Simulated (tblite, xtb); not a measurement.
Os (SMILES [Os]), quintet (GFN-xTB shapes and energies of metal compounds can be far from the true ones). Base run: GFN1-xTB (xtb 6.7.1).

Geometry (Å):
```xyz
1

Os     0.0000     0.0000     0.0000
```
Charge 0, spin multiplicity 5.
All else is at xtb's defaults.
Base energy -3.01990 Eh.

Programs used: tblite, xtb; a row that names a program was run with it.

Variants of this job, named by their change:

| change | ΔE vs base (mEh) | G_solv (kcal/mol) | SCF cycles |
|---|---|---|---|
| base | 0.000 | - | 55 |
| program = tblite; method = gfn1; option = (--efield, 0,0,0.1) | -0.062 | - | - |
| alpb = ch2cl2 | -1.077 | -0.68 | 55 |
| acc = 30 | 0.000 | - | 40 |
| file = coord | 0.000 | - | 55 |
| etemp = 10000 | -167.2 | - | 22 |
| acc = 0.0001 | 0.000 | - | 96 |
| program = tblite; method = gfn1; option = --grad | 0.000 | - | - |
| alpb = acetone | -3.776 | -2.37 | 55 |
| etemp = 3000 | -45.100 | - | 28 |

ALPB and GBSA are two models with their own fitted parameters for each solvent, which aren't always the measured dielectric constant.
